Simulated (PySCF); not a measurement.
CrO2Cl2, SMILES [O]=[Cr](=[O])([Cl])[Cl], multiplicity 1. The structure is a stationary point at PBE-D3(BJ)/def2-SVP. The multiplicity is an assumed one; other spin states were not compared. The isomer is the one that the SMILES or the coordinates give; other isomers of the formula were not compared.

Computed equilibrium geometry at PBE-D3(BJ)/def2-SVP (PySCF confirms it by a frequency run) as a Z-matrix, and its point group:
point group C2v.
```
Cr
O 1 1.5566
O 1 1.5566 2 108.86
Cl 1 2.1296 2 109.18 3 119.11
Cl 1 2.1296 2 109.18 3 -119.11
```
Charge 0, spin multiplicity 1.
